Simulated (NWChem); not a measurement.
System: C₃H₂ClN; SMILES C(/C=C\Cl)#N

NWChem input:

```
start job
memory heap 200 mb stack 900 mb global 1100 mb
geometry units angstroms noautosym nocenter noautoz
  N      0.925404     2.351017     0.000000
  C      0.043856     1.574332     0.000000
  C     -1.054807     0.669070     0.000000
  C     -0.944246    -0.681866     0.000000
  Cl     0.548489    -1.529504     0.000000
  H     -2.067714     1.104263     0.000000
  H     -1.834167    -1.329207     0.000000
end
basis spherical
  N library 6-31g*
  C library 6-31g*
  Cl library 6-31g*
  H library 6-31g*
end
dft
  xc m06-2x
  iterations 150
end
cosmo
  do_cosmo_smd true
  solvent toluene
end
task dft energy
```

All runs use the structure optimised with PBE-D3(BJ)/def2-SVP. Solvent: toluene.

Level: M06-2X/6-31G* with SMD (1 M gas to 1 M solution), gas-phase geometry.

Q: Predict the main results of this run. (M06-2X/6-31G* (spherical d), SMD on the gas-phase geometry.) Quantities: solvation free energy (kcal/mol); cavity-dispersion-structure term (kcal/mol); dipole in solution (D).

A: 
* **solvation free energy (kcal/mol)**: -4.4
* **cavity-dispersion-structure term (kcal/mol)**: -0.5
* **dipole in solution (D)**: 4.90
